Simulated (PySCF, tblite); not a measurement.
Isomers of C6H7N2O (doublet state), one GFN2-xTB conformer each. Single-point energies are computed at B3LYP/pcH-1 (PySCF, gas phase, no added dispersion term), electronic only. GFN2-xTB treats the open shell by occupation alone, and not every SCF solution was tested for stability.

Question: Rank them by B3LYP/pcH-1 energy, lowest first (kcal/mol).
A. `[CH2:1]=[N:2][C:3]1=[CH:4][C@@H:5]([CH2:6][NH:7])[C:8]1=[O:9]` (doublet state) with C1–N2–C3–C4 -115°, C4–C5–C6–N7 32°, C5–C6–N7–H -15°
B. `[CH2:1][NH:2][C@@H:3]1[CH:4]=[CH:5][C@@H:6]([C:7]#[N:8])[O:9]1` (doublet state) with H–C1–N2–C3 -34° and 168°, C1–N2–C3–C4 -94°
C. `[CH2:1]=[N:2][C:3]1=[CH:4][C@@H:5]([CH:6][NH2:7])[C:8]1=[O:9]` (doublet state) with C1–N2–C3–C4 37°, C4–C5–C6–N7 -151°, C5–C6–N7–H -15° and -160°

Answer: B (0.0), C (12.1), A (24.7).

As drawn, the highest has a four-membered ring, which the lowest lacks. GFN2-xTB itself gives, in the same order: 0.0, 7.0, 23.8. Both levels put the same isomer lowest; measured from each level's own lowest isomer, the values differ by up to 5.1 kcal/mol (C=NC1=C[C@@H]([CH]N)C1=O: 7.0 against 12.1).

Question: What happens when harmonic zero-point energies from GFN2-xTB frequencies are added?

Answer: 
| SMILES | ZPE (kcal/mol) | electronic (kcal/mol) | with ZPE (kcal/mol) |
| --- | --- | --- | --- |
| [CH2]N[C@@H]1C=C[C@@H](C#N)O1 | 73.5 | 0.0 | 0.0 |
| C=NC1=C[C@@H]([CH]N)C1=O | 72.8 | 12.1 | 11.5 |
| C=NC1=C[C@@H](C[NH])C1=O | 72.4 | 24.7 | 23.7 |

The zero-point energies span 1.1 kcal/mol. The order is unchanged.
